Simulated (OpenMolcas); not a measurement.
Ta4+ (d1) in a complex was computed by CASSCF with the d shell active (OpenMolcas, ANO-RCC-VTZP on the metal). Its lowest spin-free states, and all those of the highest spin:

| 2S+1 | Degeneracy | E (cm-1) |
| --- | --- | --- |
| 2 | 1 | 0.0 |
| 2 | 1 | 523.3 |
| 2 | 1 | 1787 |
| 2 | 1 | 33060 |
| 2 | 1 | 53322 |

Task: Is the site octahedral, tetrahedral or cube-like, axial, or of lower symmetry?

Result: The states with 2S+1 = 2 have orbital degeneracies 1, 1, 1, 1, 1. No state of this spin is degenerate, so the site is of lower symmetry, with no axis of order three or more. The run had Ta4+ with 6 ligands (ammonia) in tetragonal octahedral coordination (Ci) at 2.1 Å, the axial distance 2.394 Å. Ligand basis ANO-RCC-VDZP.

Spin-orbit coupling mixes the spin-free states strongly: the lowest level takes only 67 % from its leading state, an unlabelled state of the same spin as most of the rest. The least metal-like active orbital is 68 % on the metal (Löwdin) and no ligand orbital is active, so the numbers are rough. With metal d orbitals alone the field can be off either way by tens of per cent. Ligand-to-metal charge-transfer states are missing. No measured value stands beside these numbers; the geometry was imposed, not optimised, and the real ion may take another.
